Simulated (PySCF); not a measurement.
PySCF input for C2Si, SMILES [C]1[C][Si]1 (connectivity only; charge and spin as stated), neutral, multiplicity 1, PBE-D3(BJ)/def2-TZVP. The structure is a stationary point at PBE-D3(BJ)/def2-TZVP.

```python
import numpy as np
from pyscf import gto, scf, dft, df
from pyscf.hessian import thermo

mol = gto.M(
    atom='''
    Si    0.00000000    0.00000000   -0.80217318
    C     0.00000000    0.63690581    0.93586871
    C     0.00000000   -0.63690581    0.93586871
    ''',
    basis='def2-TZVP',
    charge=0,
    spin=0,
    max_memory=1600,
    verbose=3,
)
mf = dft.RKS(mol, xc='pbe').density_fit(auxbasis='def2-universal-jkfit')
mf.disp = 'd3bj'
mf.grids.level = 3
mf.conv_tol = 1e-11
mf.max_cycle = 100
mf.kernel()

# [left out here: the lines that compute and print the analytic Hessian (its translational invariance restored by hand, since the grid's response is missing), thermochemistry and intensities]
```

It prints:

```
converged SCF energy = -365.31636868472

WARN: DFTD3 does not support analytical Hessian, using finite difference


WARN: Mole.unit (angstrom) is changed to Bohr

Mode                                 0                   1                   2
Irrep
Freq [cm^-1]                      246.2226            783.0282           1770.0692
Reduced mass [au]                  12.6782             16.3160             12.0110
Force const [Dyne/A]                0.4529              5.8941             22.1723
Char temp [K]                     354.2595           1126.6032           2546.7355
Normal mode                   x     y     z       x     y     z       x     y     z
       0  Si                 0.00  0.06  0.00    0.00 -0.00  0.13   -0.00  0.00  0.00
       1   C                -0.00 -0.07 -0.18   -0.00 -0.00 -0.15    0.00  0.20 -0.00
       2   C                 0.00 -0.07  0.18    0.00  0.00 -0.15    0.00 -0.20 -0.00
temperature 298.1500 [K]
pressure 101325.00 [Pa]
Rotational constants [GHz] 51.86300 12.92139 10.34419
Symmetry number 2
Zero-point energy (ZPE) 0.00638 [Eh]   16743.652 [J/mol]
                           tot       elec      trans        rot        vib
Entropy [J/mol/K]       249.979      0.000    158.050     83.633      8.296
Cv [J/mol/K]             35.305      0.000     12.472     12.472     10.362
Cp [J/mol/K]             43.619      0.000     20.786     12.472     10.362
Internal energy [J/mol]                      3718.434   3718.434  18258.091
Internal energy [Eh]   -365.30658  -365.31637
Enthalpy [J/mol]                             6197.391   3718.434  18258.091
Enthalpy [Eh]          -365.30564
Gibbs free energy [J/mol]                  -40925.260 -21216.700  15784.720
Gibbs free energy [Eh] -365.33403
mode   freq/cm-1   IR/(km/mol)
   1      246.22        92.840
   2      783.03       141.124
   3     1770.07        18.337
max |gradient| / (hartree/bohr): 1.1341468568146244e-05
APT charges: [ 0.7848 -0.3924 -0.3924]
```

Self-consistency was reached.

Cost: very roughly 13 core-seconds.
